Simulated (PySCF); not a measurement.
C3H9NSi2, SMILES CC1[SiH2][SiH2]CN=1.

Geometry: PBE-D3(BJ)/def2-SVP. The structure was generated by enumeration, and PubChem lists no compound with its InChIKey, so it may never have been made. One conformer was computed; it need not be the lowest.

The numbers are results of PBE-D3(BJ)/def2-SVP (PySCF), not measurements.

Frequencies are harmonic and unscaled.

| mode | ν (cm⁻¹) | IR (km/mol) | moving atoms (share of kinetic energy) |
|---|---|---|---|
| 1 | 29 | 0.7 | H 43 %, Si 31 %, C 26 % |
| 2 | 144 | 3.3 | H 93 % |
| 3 | 233 | 5.9 | H 43 %, N 36 %, C 20 % |
| 4 | 276 | 2.4 | C 42 %, H 32 %, Si 19 % |
| 5 | 313 | 11.0 | H 70 %, C 19 %, N 9 % |
| 6 | 321 | 2.5 | Si 64 %, C 25 % |
| 7 | 353 | 2.9 | H 75 %, C 18 % |
| 8 | 443 | 0.3 | Si 81 %, H 13 % |
| 9 | 484 | 0.5 | H 88 % |
| 10 | 518 | 9.5 | Si 41 %, N 28 %, C 24 % |
| 11 | 571 | 1.4 | H 68 %, Si 17 %, C 15 % |
| 12 | 572 | 27.1 | C 46 %, H 35 %, N 12 % |
| 13 | 612 | 30.1 | H 58 %, C 37 % |
| 14 | 650 | 71.9 | H 62 %, Si 23 %, C 15 % |
| 15 | 659 | 4.5 | H 86 %, C 11 % |
| 16 | 733 | 8.1 | H 54 %, C 23 %, Si 13 %, N 9 % |
| 17 | 779 | 15.3 | H 62 %, C 29 % |
| 18 | 878 | 28.0 | H 49 %, C 30 %, N 20 % |
| 19 | 889 | 65.7 | H 91 % |
| 20 | 903 | 64.2 | H 94 % |
| 21 | 978 | 0.1 | H 64 %, C 35 % |
| 22 | 1049 | 35.0 | C 45 %, H 28 %, N 27 % |
| 23 | 1135 | 13.8 | C 70 %, H 27 % |
| 24 | 1160 | 1.9 | H 89 % |
| 25 | 1172 | 20.2 | H 72 %, C 26 % |
| 26 | 1321 | 12.4 | H 71 %, C 29 % |
| 27 | 1358 | 1.8 | H 93 % |
| 28 | 1387 | 10.1 | H 96 % |
| 29 | 1394 | 12.0 | H 96 % |
| 30 | 1654 | 19.5 | C 53 %, N 44 % |
| 31 | 2146 | 90.3 | H 98 % |
| 32 | 2155 | 30.6 | H 96 % |
| 33 | 2156 | 68.3 | H 98 % |
| 34 | 2167 | 126.2 | H 96 % |
| 35 | 2959 | 13.9 | H 97 % |
| 36 | 2969 | 10.3 | H 95 % |
| 37 | 3010 | 2.5 | H 91 %, C 9 % |
| 38 | 3038 | 5.9 | H 91 %, C 9 % |
| 39 | 3078 | 9.0 | H 90 %, C 10 % |
